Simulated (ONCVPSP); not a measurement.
Before and after: ONCV potential for Au

```json
{
  "Element": "Au (Z = 79)",
  "Generator": "ONCVPSP 4.0.1",
  "Type": "optimised norm-conserving Vanderbilt (ONCV)",
  "Functional": "PW91",
  "Relativity": "fully relativistic",
  "Frozen core": "[Kr] 4d10 4f14",
  "Valence charge": "19",
  "Reference configuration": "5s2 5p6 5d8 (charge +3)",
  "Partial waves": "5s: rc 1.55 bohr, ncon 4, nbas 8, qcut 8.4 1/bohr, 2 projectors, debl 0.9 Ha; 5p: rc 1.15 bohr, ncon 4, nbas 7, qcut 7.6 1/bohr, 1 projector; 5d: rc 2.10 bohr, ncon 4, nbas 9, qcut 8.7 1/bohr, 2 projectors, debl 2.2 Ha",
  "Local potential": "polynomial inside 0.70 bohr (lpopt 4, dvloc0 3 Ha)",
  "Core correction": "Teter function fitted to the true core (icmod 2), fcfact 0.35"
}
```

Open shells are filled in proportion to 2j + 1.

In the s channel the program set the typed energies aside and used -5.309, 0.050 Ha.

All-electron outer shells of the reference configuration (PW91, scalar-relativistic, ld1.x):

```json
{"shell": "4f", "level (eV)": "-117.87", "outermost node (bohr)": "–", "outermost maximum (bohr)": "0.37"}
{"shell": "5p", "level (eV)": "-95.78", "outermost node (bohr)": "0.52", "outermost maximum (bohr)": "0.94"}
{"shell": "5d", "level (eV)": "-40.71", "outermost node (bohr)": "0.56", "outermost maximum (bohr)": "1.18"}
```

Change: s: qcut 7.2; p: qcut 6.5; d: qcut 7.4.

Cutoffs: the cutoffs (Ha) at which the residual kinetic energy of the hardest occupied pseudo-wave falls to 1 and 0.1 mHa per electron; they do not see the model core or the augmentation charge, which bear on the density cutoff. Errors are all-electron minus pseudo energies relative to the spin-unpolarised reference configuration.

How do hardness, ghosts and transferability respond?

The potential gets neither clearly harder nor softer (95 Ha and 115 Ha → 102 Ha and 120 Ha); the bound ghosts move from p, s to d, p, s; of the 4 tests that both files solve, the error grows in 3 and shrinks in 0 by more than 15 % and 0.3 meV (median size 2.2 → 9.5 meV).

| quantity | base | changed |
| --- | --- | --- |
| cutoff, loose | 95 Ha | 102 Ha |
| cutoff, tight | 115 Ha | 120 Ha |
| loose cutoff by channel | s 25 Ha, p 95 Ha, d 22 Ha | s 21 Ha, p 102 Ha, d 19 Ha |
| bound ghosts | s, p3/2 | d3/2, s, p3/2 |
| GHOST(+) flags under 300 eV | p1/2 at 16.8 eV | p1/2 at 13.0 eV |
| error for 5s2 5p6 5d10 6s1, meV [ΔE -64.77 eV] | +2.0 | +1.8 |
| error for 5s2 5p6 5d10, meV [ΔE -55.27 eV] | +2.4 | +14 |
| error for 5s2 5p6 5d9, meV [ΔE -33.96 eV] | +0.7 | +5.0 |
| error for 5s2 5p6 5d9 6s2, meV [ΔE -63.08 eV] | -6.1 | -23 |
| s: phases at 1.58 bohr within 0.05 rad from the reference energy up to (Ha; the scan ends near 5) | -3.4 | -3.0 |
| p3/2: phases at 1.17 bohr within 0.05 rad from the reference energy up to (Ha; the scan ends near 5) | -1.4 | -1.6 |
| p1/2: phases at 1.17 bohr within 0.05 rad from the reference energy up to (Ha; the scan ends near 5) | -0.9 | -1.1 |
| d5/2: phases at 2.14 bohr within 0.05 rad from the reference energy up to (Ha; the scan ends near 5) | to the end of the scan | to the end of the scan |
| d3/2: phases at 2.14 bohr within 0.05 rad from the reference energy up to (Ha; the scan ends near 5) | to the end of the scan | to the end of the scan |
| rms error of d²Exc/dni dnj with the model core, mHa | 4.44 | 4.18 |

 A true bound ghost makes a file unfit for plane-wave use even where its test errors are small: the radial tests pick states by their node count and pass the ghost by.
